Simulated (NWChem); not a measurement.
## Lowest excitation of F3In

```
In
F 1 1.9351
F 1 1.9351 2 120.01
F 1 1.9351 2 120.01 3 180.00
```
Charge 0, spin multiplicity 1.

Everything below was run with NWChem. All single points use one geometry, from PBE0/def2-SVP with def2 effective core potentials on In, a minimum by its harmonic frequencies.

Basis set: def2-SVP.

```tsv
method	lowest vertical singlet excitation energy (eV)	relative cost	difference from EOM-CCSD
CIS	8.66	1	+1.57
TD-PBE	4.71	under 3	-2.38
TD-B3LYP	5.45	under 3	-1.64
TD-BHandHLYP	6.64	under 3	-0.45
EOM-CCSD	7.09	5	0.00
```

The values span 3.95 eV, from TD-PBE (lowest) to CIS (highest). The cost column gives rough processor time relative to CIS; each entry includes its own SCF.

Effective core potentials replace the inner electrons of In; spin-orbit coupling is left out. The correlated methods keep 7 core orbitals frozen. B3LYP has NWChem's definition, with VWN1-RPA local correlation. The structure started from a generated list of species. No row is a measurement; the coupled-cluster row has its own basis-set and correlation limits.
